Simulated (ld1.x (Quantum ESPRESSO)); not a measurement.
# Configuration tests for As (TM)

As (Z = 33), norm-conserving Troullier–Martins (Kleinman–Bylander form), made with ld1.x (Quantum ESPRESSO) 7.5 (LDA (PZ), fully relativistic). Core [Ne], reference 3s2 3p6 3d10 4s2 4p1 (charge +2). Waves: 3s (bound): rc 0.85 bohr; 3p (bound): rc 0.55 bohr; 3d (bound): rc 0.55 bohr. Local part: all-electron potential smoothed inside 0.55 bohr (lloc = -1). Core correction: none.

Open shells are filled in proportion to 2j + 1 (rel_dist='average').

Occupied shells without a wave of their own: 4p, 4s. They enter only through the test configuration that unscreens the potential.

Energies are relative to the spin-unpolarised reference configuration 3s2 3p6 3d10 4s2 4p1; without spin polarisation the order of configurations can differ from experiment.

```tsv
valence configuration	charge	ΔE all-electron (eV)	error AE − PS (meV)
3s2 3p6 3d10 4s2 4p3	0	-27.495	+109
3s2 3p6 3d10 4s2 4p2	+1	-18.166	+67
3s2 3p6 3d10 4s2 4p0	+3	28.045	-68
3s2 3p6 3d10 4s0 4p5	0	-8.300	-4861
3s1 3p6 3d10 4s2 4p3	+1	172.971	+445
3s2 3p6 3d10 4s2 4p2.5	+0.5	-23.857	+91
```

**Question.** What are ΔE and the potential's error for 3s2 3p5 3d10 4s2 4p3?

**Answer.** ΔE = 116.723 eV all-electron; the error (AE − PS) is +450 meV.

Levels in the configuration 3s2 3p5 3d10 4s2 4p3:

| level | all-electron (eV) | pseudo (eV) |
| --- | --- | --- |
| 3s j=1/2 | -211.786 | -211.033 |
| 3p j=1/2 | -158.988 | -158.210 |
| 3p j=3/2 | -153.831 | -153.092 |
| 3d j=3/2 | -62.760 | -62.054 |
| 3d j=5/2 | -61.984 | -61.315 |
| 4s j=1/2 | -26.421 | -29.644 |
| 4p j=1/2 | -15.702 | -15.713 |
| 4p j=3/2 | -15.282 | -15.301 |

These tests converged, but a pseudo level misses the all-electron one widely, so the file describes the atom poorly there or has found another state: 3s2 3p6 3d10 4s2 4p3: 4s by 2.2 eV; 3s2 3p6 3d10 4s2 4p2: 4s by 2.4 eV; 3s2 3p6 3d10 4s0 4p5: empty 4s by 3.1 eV; 3s1 3p6 3d10 4s2 4p3: 4s by 3.3 eV; 3s2 3p5 3d10 4s2 4p3: 4s by 3.2 eV; 3s2 3p6 3d10 4s2 4p2.5: 4s by 2.3 eV. The 4p, 4s levels have no wave, so the channel is fitted at the deeper level alone: the likely source of the large errors.

A Bessel basis up to 400 Ry misses an occupied level by 0.53 Ry, so cutoffs and ghosts were not judged. The potential misses its own reference levels by up to 2.7 eV, so it is not fit for use.
